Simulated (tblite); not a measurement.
Compound: C4H10BrFSi.
Atom-mapped SMILES: `[CH3:1][C@H:2]([CH2:3][F:4])[SiH2:5][CH2:6][Br:7]` (hydrogens: H8, H9, H10 on C1; H11 on C2; H12, H13 on C3; H14, H15 on Si5; H16, H17 on C6)

Computed with GFN2-xTB (tblite), gas phase: L-BFGS steps from a force-field or distance-geometry start until the largest atomic force falls under 0.01 eV/Å.

At the end of the run (lengths in Å): Si5–C6 1.904, C3–F4 1.377, Si5–H15 1.466, C1–H8 1.088, C6–H16 1.086, C2–C3 1.521, Si5–H14 1.467, Si5–C6–Br7 107.3°, C1–C2–Si5 110.5°, C2–C3–F4 110.7°, C2–Si5–C6 111.3°, C1–C2–C3–F4 179°, C1–C2–Si5–C6 -178°, C2–Si5–C6–Br7 176°, H11–C2–C3–F4 62°, H12–C3–C2–C1 60°.

**Question.** These geometries were met on the way; a selection of coordinates is given. Order them by energy above the end point, lowest first.
A. Si5–C6 1.902, C3–F4 1.377, Si5–H15 1.466, C1–H8 1.088, C6–H16 1.086, C2–C3 1.522, Si5–H14 1.467, Si5–C6–Br7 108.0°, C1–C2–Si5 110.8°, C2–C3–F4 110.6°, C2–Si5–C6 109.7°, C1–C2–C3–F4 174°, C1–C2–Si5–C6 -178°, C2–Si5–C6–Br7 175°, H11–C2–C3–F4 57°, H12–C3–C2–C1 55°
B. Si5–C6 1.910, C3–F4 1.379, Si5–H15 1.458, C1–H8 1.087, C6–H16 1.088, C2–C3 1.523, Si5–H14 1.460, Si5–C6–Br7 108.9°, C1–C2–Si5 111.4°, C2–C3–F4 109.5°, C2–Si5–C6 109.9°, C1–C2–C3–F4 171°, C1–C2–Si5–C6 -177°, C2–Si5–C6–Br7 176°, H11–C2–C3–F4 53°, H12–C3–C2–C1 53°
C. Si5–C6 1.889, C3–F4 1.376, Si5–H15 1.475, C1–H8 1.092, C6–H16 1.082, C2–C3 1.527, Si5–H14 1.465, Si5–C6–Br7 108.9°, C1–C2–Si5 111.8°, C2–C3–F4 108.7°, C2–Si5–C6 110.5°, C1–C2–C3–F4 171°, C1–C2–Si5–C6 -177°, C2–Si5–C6–Br7 176°, H11–C2–C3–F4 53°, H12–C3–C2–C1 54°
D. Si5–C6 1.834, C3–F4 1.346, Si5–H15 1.497, C1–H8 1.105, C6–H16 1.102, C2–C3 1.537, Si5–H14 1.479, Si5–C6–Br7 109.7°, C1–C2–Si5 112.5°, C2–C3–F4 109.1°, C2–Si5–C6 111.6°, C1–C2–C3–F4 171°, C1–C2–Si5–C6 -176°, C2–Si5–C6–Br7 176°, H11–C2–C3–F4 52°, H12–C3–C2–C1 53°
E. Si5–C6 1.907, C3–F4 1.376, Si5–H15 1.466, C1–H8 1.087, C6–H16 1.087, C2–C3 1.522, Si5–H14 1.466, Si5–C6–Br7 108.8°, C1–C2–Si5 111.2°, C2–C3–F4 110.2°, C2–Si5–C6 109.4°, C1–C2–C3–F4 171°, C1–C2–Si5–C6 -177°, C2–Si5–C6–Br7 176°, H11–C2–C3–F4 55°, H12–C3–C2–C1 53°

**Answer.** A (0.004 eV), E (0.008 eV), B (0.016 eV), C (0.034 eV), D (0.132 eV).

```json
{"step": "18", "E above end (eV)": "0.004", "rms distance from the end, all atoms (Å)": "0.047", "largest force (eV/Å)": "0.042", "rms shift of all bonds from the end (Å)": "0.001"}
{"step": "6", "E above end (eV)": "0.008", "rms distance from the end, all atoms (Å)": "0.061", "largest force (eV/Å)": "0.090", "rms shift of all bonds from the end (Å)": "0.001"}
{"step": "3", "E above end (eV)": "0.016", "rms distance from the end, all atoms (Å)": "0.063", "largest force (eV/Å)": "0.186", "rms shift of all bonds from the end (Å)": "0.004"}
{"step": "1", "E above end (eV)": "0.034", "rms distance from the end, all atoms (Å)": "0.066", "largest force (eV/Å)": "0.615", "rms shift of all bonds from the end (Å)": "0.006"}
{"step": "0", "E above end (eV)": "0.132", "rms distance from the end, all atoms (Å)": "0.068", "largest force (eV/Å)": "2.284", "rms shift of all bonds from the end (Å)": "0.023"}
```

Rows stand in the order of the answer.
